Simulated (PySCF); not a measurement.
Choosing a molecule for a target property.

Each SMILES stands for a single optimised conformer of the isolated species, non-relativistic unless stated. Electronic properties by PySCF.

The conformers computed, where there is a choice (atom-mapped SMILES and torsion angles):
- `[CH2:1]=[C:2]([O:3][SiH3:4])[C:5](=[O:6])[OH:7]`: C1–C2–O3–Si4 180°, C1–C2–C5–O6 180°, H–O7–C5–C2 180°
- `[SiH3:1][SiH2:2][c:3]1[cH:4][cH:5][cH:6][o:7]1`: Si1–Si2–C3–C4 -115°
- `[CH2:1]=[CH:2][Si@H:3]1[CH2:4][SiH2:5][C:6]1=[O:7]`: C1–C2–Si3–C4 -15°

Question: Wanted: lowest singlet excitation above 6 eV (TDDFT wB97X-D/def2-SVPD) and lowest triplet excitation (Tamm–Dancoff) above 2 eV (TDA wB97X-D/def2-SVPD), at GFN2-xTB geometries. Which candidate meets both?
A. `C=C[Si@H]1C[SiH2]C1=O`
B. `[SiH3][SiH2]C1=CC=CO1`
C. `C[C@@H]1[SiH2]O[Si@@]1(C)Cl`
D. `C=C(O[SiH3])C(=O)O`

Answer: C. Computed values:
```
                    species  lowest singlet excitation  lowest triplet excitation (Tamm–Dancoff)
      C=C[Si@H]1C[SiH2]C1=O                    2.09 eV                                   1.52 eV
         C=C(O[SiH3])C(=O)O                    5.33 eV                                   3.35 eV
      [SiH3][SiH2]C1=CC=CO1                    5.80 eV                                   3.93 eV
C[C@@H]1[SiH2]O[Si@@]1(C)Cl                    6.41 eV                                   5.91 eV
```

Question: Wanted: HOMO–LUMO gap between 8 eV and 10.3 eV (wB97X-D/def2-SVPD) and electronic spatial extent ⟨r²⟩ about the centre of nuclear charge above 1300 bohr² (wB97X-D/def2-SVPD), at GFN2-xTB geometries. Which candidate meets both?
A. `C[C@@H]1[SiH2]O[Si@@]1(C)Cl`
B. `C=C(O[SiH3])C(=O)O`
C. `C=C[Si@H]1C[SiH2]C1=O`
D. `[SiH3][SiH2]C1=CC=CO1`

Answer: D. Computed values:
```csv
species,HOMO–LUMO gap,electronic spatial extent ⟨r²⟩ about the centre of nuclear charge
C=C[Si@H]1C[SiH2]C1=O,7.58 eV,1177 bohr²
C=C(O[SiH3])C(=O)O,9.32 eV,931 bohr²
[SiH3][SiH2]C1=CC=CO1,9.80 eV,1370 bohr²
C[C@@H]1[SiH2]O[Si@@]1(C)Cl,10.83 eV,1346 bohr²
```

Question: Wanted: smallest rotational constant between 0.94 GHz and 1.2 GHz (GFN2-xTB) and HOMO energy below -8 eV (wB97X-D/def2-SVPD), at GFN2-xTB geometries. Which candidate meets both?
A. `C[C@@H]1[SiH2]O[Si@@]1(C)Cl`
B. `C=C(O[SiH3])C(=O)O`
C. `[SiH3][SiH2]C1=CC=CO1`
D. `C=C[Si@H]1C[SiH2]C1=O`

Answer: A. Computed values:
```csv
species,smallest rotational constant,HOMO energy
[SiH3][SiH2]C1=CC=CO1,0.876 GHz,-8.46 eV
C[C@@H]1[SiH2]O[Si@@]1(C)Cl,1.005 GHz,-9.48 eV
C=C[Si@H]1C[SiH2]C1=O,1.112 GHz,-7.80 eV
C=C(O[SiH3])C(=O)O,1.236 GHz,-9.18 eV
```
